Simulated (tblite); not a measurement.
Species: C₇H₁₃FSi.
Atom-mapped SMILES: `[CH3:1][CH2:2][C@@:3]12[CH2:4][CH2:5][C@:6]1([SiH2:7][F:8])[CH2:9]2` (hydrogens: H10, H11, H12 on C1; H13, H14 on C2; H15, H16 on C4; H17, H18 on C5; H19, H20 on Si7; H21, H22 on C9)

Geometry (GFN2-xTB, Å), atoms numbered from 1 in this order:
```xyz
22
C7H13FSi angstrom
C      2.5234   -1.0072    0.4588
C      1.2200   -0.9697   -0.3375
C      0.3239    0.1333    0.1423
C      0.5503    1.6117   -0.1561
C     -0.9717    1.8029   -0.2927
C     -1.1855    0.3116   -0.0196
Si    -2.4422   -0.7805   -0.8591
F     -2.2103   -2.2845   -0.3189
C     -0.5711    0.0082    1.3272
H      2.3171   -1.1802    1.5124
H      3.0517   -0.0612    0.3631
H      3.1704   -1.8027    0.0969
H      1.4456   -0.8199   -1.3972
H      0.6974   -1.9232   -0.2373
H      1.0354    2.1795    0.6387
H      1.0851    1.7795   -1.0892
H     -1.2796    2.1067   -1.2911
H     -1.4298    2.4716    0.4369
H     -2.2299   -0.8781   -2.2980
H     -3.8112   -0.4583   -0.4786
H     -0.7259   -0.9920    1.7051
H     -0.5735    0.7719    2.0930
```

Computed with GFN2-xTB (tblite): harmonic, unscaled wavenumbers at the GFN2-xTB geometry, gas phase. Errors from tens to a few hundred cm⁻¹ against measured bands are possible. Modes of hydrogen on silicon can be 10 to 20 % off. One conformer, not necessarily the lowest.

Harmonic wavenumbers (cm⁻¹): 33.2, 65.0, 87.0, 135.3, 168.2, 202.5, 243.7, 282.1, 342.0, 406.3, 434.8, 486.3, 544.1, 571.8, 691.2, 726.5, 768.4, 778.2, 808.1, 809.7, 822.9, 916.9, 924.2, 962.2, 984.3, 1026.7, 1040.5, 1043.6, 1067.5, 1085.5, 1098.4, 1160.1, 1177.9, 1207.1, 1225.6, 1237.6, 1269.0, 1305.6, 1330.7, 1409.5, 1412.9, 1473.3, 1478.5, 1482.6, 1500.2, 1500.6, 1506.9, 2299.2, 2320.2, 2955.7, 2968.0, 2980.0, 2983.7, 3005.6, 3015.7, 3034.0, 3035.9, 3040.7, 3057.5, 3093.2.

A = 1910, B = 1052, C = 789.2 MHz; mass 144.077 u (most abundant isotopes); point group C1, symmetry number 1.

Question: Zero-point energy?

Answer: Half the sum of the wavenumbers: 39512 cm⁻¹ = 472.67 kJ/mol.

Question: Give the ideal-gas entropy at 500 K and 1 bar in the rigid-rotor, harmonic-oscillator model (classical rotation).

Answer: Translation 181.59, rotation 130.69, vibration 230.53: S = 542.8 J/(mol K).

Question: And Cp and H(500 K) − H(0)?

Answer: Cp = 268.67 J/(mol K), of which vibrations give 235.42 (their classical limit is 60 R = 498.9); H(500 K) − H(0) = 75.81 kJ/mol without the zero-point energy, 59.19 from vibrations.

Question: How do the functions run with temperature in this model?

Answer: 
```json
{"T (K)": "150", "S (J/(mol K))": "337.8", "Cp (J/(mol K))": "102.8", "H − H(0) (kJ/mol)": "10.33", "G − H(0) (kJ/mol)": "-40.34", "ln q(vib)": "3.60"}
{"T (K)": "250", "S (J/(mol K))": "400.8", "Cp (J/(mol K))": "149.5", "H − H(0) (kJ/mol)": "22.87", "G − H(0) (kJ/mol)": "-77.34", "ln q(vib)": "6.42"}
{"T (K)": "298.15", "S (J/(mol K))": "429.3", "Cp (J/(mol K))": "174.3", "H − H(0) (kJ/mol)": "30.66", "G − H(0) (kJ/mol)": "-97.33", "ln q(vib)": "7.77"}
{"T (K)": "400", "S (J/(mol K))": "487.7", "Cp (J/(mol K))": "225.3", "H − H(0) (kJ/mol)": "51.05", "G − H(0) (kJ/mol)": "-144.04", "ln q(vib)": "10.64"}
{"T (K)": "600", "S (J/(mol K))": "595.1", "Cp (J/(mol K))": "304.5", "H − H(0) (kJ/mol)": "104.53", "G − H(0) (kJ/mol)": "-252.51", "ln q(vib)": "16.33"}
{"T (K)": "900", "S (J/(mol K))": "734.1", "Cp (J/(mol K))": "379.9", "H − H(0) (kJ/mol)": "208.18", "G − H(0) (kJ/mol)": "-452.54", "ln q(vib)": "24.56"}
```

q(vib) and H(0) count from the zero-point level.

Question: What must be added to the electronic energy to get the Gibbs energy at 500 K and 1 bar?

Answer: ZPE + [H(500 K) − H(0)] − T·S = 472.67 + 75.81 − 271.41 = 277.07 kJ/mol.

Hindered rotation and anharmonicity are outside this model. Other conformers, if any are populated, would add a mixing term that is left out. The structure is chiral; the term R ln 2 for an equal mix with its mirror image is left out.
